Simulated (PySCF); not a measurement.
r2SCANh on Si⁻ (silicon, charge -1), [Ne] 3s2 3p3, high-spin 4S determinant. Computed with PySCF 2.14 in aug-cc-pV(Q+d)Z with one added diffuse shell each of s, p, d, f, g type (8s7p6d4f3g, 114 functions), with no relativity, point nucleus.

```
cycle= 1 E= -289.403839855773  delta_E= -0.00223  |g|= 0.0143  |ddm|= 0.73
cycle= 2 E= -289.403919397359  delta_E= -7.95e-05  |g|= 0.00539  |ddm|= 0.182
cycle= 3 E= -289.403948471442  delta_E= -2.91e-05  |g|= 0.00316  |ddm|= 0.0311
cycle= 4 E= -289.403957774942  delta_E= -9.3e-06  |g|= 0.000346  |ddm|= 0.0196
cycle= 5 E= -289.403957923633  delta_E= -1.49e-07  |g|= 1.84e-05  |ddm|= 0.00224
cycle= 6 E= -289.403957924072  delta_E= -4.38e-10  |g|= 1.75e-06  |ddm|= 0.000177
converged SCF energy = -289.403957924072  <S^2> = 3.7501227  2S+1 = 4.0000613
```

Highest occupied orbital energy: 0.644 eV; ⟨L²⟩ = 0.00; populations by l: s 6.00, p 9.00, d 0.00, f 0.00.

Q: Can this result be used?

A: With care. The calculation finished and met its thresholds. At r2SCANh the highest occupied level has a positive energy, so only the finite basis holds that electron; in a semilocal or global hybrid functional this comes from self-interaction and does not mean that the real anion is unbound.
